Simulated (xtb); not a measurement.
Job for xtb: GFN-FF on GeH3NS (SMILES [NH2][Ge][SH]), a point of a torsion scan.

```
$ xtb mol.xyz --gfnff --sp --chrg 0 --uhf 0
6

N     -1.15195169     0.04851027     0.15298225
Ge     0.15645519    -0.87155792     0.99575251
S      1.88182235     0.50815258     0.35137885
H     -1.04263544     0.91217977    -0.36112673
H     -2.12671654    -0.21091523     0.17280840
H      2.09612563    -0.20388667    -0.74722606
```

Program output:

```
[...]
           -------------------------------------------------
          |                Calculation Setup                |
           -------------------------------------------------



          ==================== Thresholds ====================
          CN  :   150.00000
          rep :   500.00000
          disp:  2500.00000
          HB1 :   250.00000
          HB2 :   450.00000

          Pauling EN used:
          Z : 1  EN :  2.20
          Z : 7  EN :  3.04
          Z :16  EN :  2.58
          Z :32  EN :  2.01
          electric field strengths (au): 0.000

           -------------------------------------------------
          |           Force Field Initialization            |
           -------------------------------------------------

          distances ...
          ----------------------------------------
          generating topology and atomic info file ...
          pair mat ...
          computing topology distances matrix with Floyd-Warshall algo ...
          making topology EEQ charges ...
          #fragments for EEQ constrain: 1
          ----------------------------------------
          generating topology and atomic info file ...
          pair mat ...
          computing topology distances matrix with Floyd-Warshall algo ...
          making topology EEQ charges ...
          #fragments for EEQ constrain: 1
          rings ...
          # BATM   10
          # H in HB   3
          doing iterative Hueckel for 2 subsystem(s) ...

  atom   neighbors  erfCN metchar sp-hybrid imet pi  qest     coordinates
    1  N       3    2.78   0.00         3    0    0  -0.359   -2.176873    0.091671    0.289095
    2  Ge      2    1.90   0.02         2    0    0   0.224    0.295657   -1.647006    1.881700
    3  S       2    1.90   0.00         3    0    0  -0.191    3.556129    0.960269    0.664010
    4  H       1    0.98   0.00         0    0    0   0.129   -1.970295    1.723770   -0.682431
    5  H       1    0.98   0.00         0    0    0   0.129   -4.018912   -0.398572    0.326561
    6  H       1    0.98   0.00         0    0    0   0.068    3.961103   -0.385290   -1.412053

          #atoms :   6
          #bonds :   5
          #angl  :   5
          #tors  :   4
          #nmol  :   1
          #optfrag :   1
           -------------------------------------------------
          |                   G F N - F F                   |
          |          A general generic force-field          |
          |                  Version 1.0.3                  |
           -------------------------------------------------
          Number of HB bonds (bound hydrogen)     0
          Number of HB bonds (unbound hydrogen)   18
          Number of XB bonds                      0

 E+G (total)                   0 d,  0 h,  0 min,  0.000 sec
 distance/D3 list               ...        0 min,  0.000 sec (  0.886%)
 non bonded repulsion           ...        0 min,  0.000 sec ( 15.275%)
 dCN                            ...        0 min,  0.000 sec (  4.494%)
 EEQ energy and q               ...        0 min,  0.000 sec ( 10.176%)
 D3                             ...        0 min,  0.000 sec ( 14.798%)
 EEQ gradient                   ...        0 min,  0.000 sec (  5.572%)
 bonds                          ...        0 min,  0.000 sec (  7.767%)
 bend and torsion               ...        0 min,  0.000 sec ( 11.380%)
 bonded ATM                     ...        0 min,  0.000 sec (  5.082%)
 HB/XB (incl list setup)        ...        0 min,  0.000 sec ( 19.098%)

         :::::::::::::::::::::::::::::::::::::::::::::::::::::
         ::                     SUMMARY                     ::
Note: The following floating-point exceptions are signalling: IEEE_UNDERFLOW_FLAG IEEE_DENORMAL
normal termination of xtb
         :::::::::::::::::::::::::::::::::::::::::::::::::::::
         :: total energy              -0.632368057435 Eh    ::
         :: gradient norm              0.036459738859 Eh/a0 ::
         ::.................................................::
         :: bond energy               -0.633129882271 Eh    ::
         :: angle energy               0.007859861304 Eh    ::
         :: torsion energy             0.001157645519 Eh    ::
         :: repulsion energy           0.030870338396 Eh    ::
         :: electrostat energy        -0.036642000172 Eh    ::
         :: dispersion energy         -0.002425260570 Eh    ::
         :: HB energy                 -0.000000251247 Eh    ::
         :: XB energy                  0.000000000000 Eh    ::
         :: bonded atm energy         -0.000058508395 Eh    ::
         :: external energy            0.000000000000 Eh    ::
         :: add. restraining           0.000000000000 Eh    ::
         :: total charge               0.000000000000 e     ::
         :::::::::::::::::::::::::::::::::::::::::::::::::::::

           -------------------------------------------------
          |                Property Printout                |
           -------------------------------------------------

molecular dipole:
                 x           y           z       tot (Debye)
 q only:       -0.373      -0.473       0.020       1.531

           -------------------------------------------------
          | TOTAL ENERGY               -0.632368057435 Eh   |
          | GRADIENT NORM               0.036459738859 Eh/α |
           -------------------------------------------------
########################################################################
[WARNING] Runtime exception occurred
-1- gfnff_setup: Could not read topology file.
########################################################################

------------------------------------------------------------------------
------------------------------------------------------------------------
 total:
 SCF:
```

The run finished.

Cost: about 0.010 core-seconds (a rough figure).
